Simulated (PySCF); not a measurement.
A PySCF script (with the pyscf-properties extension) for the NMR shieldings of SMILES CP(C)P1CCOCC1, C₆H₁₄OP₂, on a GFN2-xTB geometry:

```python
import basis_set_exchange as bse
import numpy as np
from pyscf import gto, dft
from pyscf.prop import nmr

atoms = """
C     2.679806    0.756974    1.143852
P     1.750628   -0.619501    0.318174
C     2.601325   -0.550602   -1.328656
P    -0.020168    0.551187   -0.248113
C    -0.991146   -0.835381   -1.034899
C    -2.481694   -0.506075   -0.956209
O    -2.972835   -0.466325    0.361152
C    -2.428873    0.581848    1.125281
C    -0.928665    0.431597    1.378147
H     2.695145    1.650375    0.522196
H     2.213384    0.987235    2.099570
H     3.700141    0.425648    1.329395
H     2.101996   -1.225008   -2.021545
H     2.592525    0.459163   -1.736018
H     3.630389   -0.883427   -1.203592
H    -0.697800   -0.935837   -2.082169
H    -0.792069   -1.776895   -0.515687
H    -2.671445    0.458306   -1.456106
H    -3.067664   -1.281754   -1.457137
H    -2.622335    1.546368    0.626812
H    -2.976031    0.560286    2.072261
H    -0.726796   -0.533483    1.851262
H    -0.592568    1.232287    2.040922
"""
names = dict.fromkeys(["C", "P", "O", "H"], "pcSseg-1")
basis = {el: gto.basis.parse(bse.get_basis(n, elements=[el], fmt="nwchem")) for el, n in names.items()}
mol = gto.M(atom=atoms, basis=basis, charge=0, verbose=0)
mf = dft.RKS(mol, xc="PBE0")
mf.grids.level = 2
mf.grids.alignment = dft.numint.BLKSIZE   # the property module wants whole blocks of grid points
mf.conv_tol = 1e-9
mf.kernel()

calc = nmr.RKS(mf)   # GIAO
C = mf.mo_coeff
Co = C[:, mf.mo_occ > 0]
resp = mf.gen_response(singlet=True, hermi=2)
def vind(x):   # induced exchange potential for any number of trial vectors
    d = np.einsum("pi,xij,qj->xpq", C, 2 * x.reshape(-1, C.shape[1], Co.shape[1]), Co, optimize=True)
    return np.einsum("xpq,pi,qj->xij", resp(d - d.transpose(0, 2, 1)), C, Co, optimize=True).ravel()
mo1, _ = nmr.rhf.solve_mo1(calc, with_cphf=vind)
sigma = calc.kernel(mo1)
for i, s in enumerate(sigma):   # ppm
    w = np.linalg.eigvalsh((s + s.T) / 2)
    print("%2d %-2s iso %8.1f  s11 %8.1f  s22 %8.1f  s33 %8.1f" % (i, mol.atom_pure_symbol(i), w.mean(), *w))
```

Problem. Give the expected output.

Solution. 
```
 0 C  iso    173.4  s11    163.5  s22    168.7  s33    188.1
 1 P  iso    383.3  s11    325.6  s22    381.6  s33    442.7
 2 C  iso    173.4  s11    163.2  s22    168.9  s33    188.1
 3 P  iso    385.8  s11    328.0  s22    369.3  s33    459.9
 4 C  iso    159.9  s11    145.5  s22    161.5  s33    172.5
 5 C  iso    116.4  s11     91.7  s22    100.7  s33    156.8
 6 O  iso    285.2  s11    232.9  s22    293.6  s33    329.2
 7 C  iso    116.4  s11     91.7  s22    100.6  s33    157.0
 8 C  iso    159.8  s11    145.7  s22    161.4  s33    172.3
 9 H  iso     30.7  s11     26.3  s22     29.1  s33     36.7
10 H  iso     30.6  s11     25.2  s22     29.4  s33     37.3
11 H  iso     30.6  s11     25.8  s22     27.2  s33     38.8
12 H  iso     30.6  s11     25.2  s22     29.3  s33     37.3
13 H  iso     30.7  s11     26.2  s22     29.2  s33     36.7
14 H  iso     30.6  s11     25.8  s22     27.2  s33     38.8
15 H  iso     30.4  s11     25.4  s22     29.5  s33     36.4
16 H  iso     29.9  s11     25.4  s22     30.0  s33     34.3
17 H  iso     28.1  s11     23.2  s22     27.8  s33     33.4
18 H  iso     27.3  s11     21.9  s22     26.7  s33     33.3
19 H  iso     28.1  s11     23.2  s22     27.8  s33     33.4
20 H  iso     27.3  s11     21.9  s22     26.7  s33     33.3
21 H  iso     29.9  s11     25.3  s22     30.0  s33     34.3
22 H  iso     30.4  s11     25.4  s22     29.4  s33     36.4
```

These numbers come from an equivalent density-fitted implementation of the same equations, which agrees with the script to about 0.01 ppm for H and up to a few tenths of a ppm for heavy atoms, so last digits may differ.

Problem. Turn these shieldings into chemical shifts. Shifts are taken against calculated references (same method and geometry level): TMS for 13C (σ = 186.93 ppm) and 1H (σ = 31.72 ppm); 31P (σ = 318.38 ppm) vs H3PO4; 17O (σ = 336.08 ppm) against H2O.

Solution. Averaging equivalent atoms: C 5/7: 70.5; C 4/8: 27.1; C 0/2: 13.5; P 1: -64.9; P 3: -67.4; O 6: 50.9; H 17/18/19/20: 4.00; H 15/16/21/22: 1.57; H 9/10/11/12/13/14: 1.07 ppm. Experimental scales use liquid or dissolved standards, which lie at an offset from isolated H2O (liquid H2O: subtract about 36 ppm) and H3PO4.

Size and cost of the density-fitted run: 237 basis functions, 54 s wall time on 1 thread of an Arm Neoverse V1, shared host.
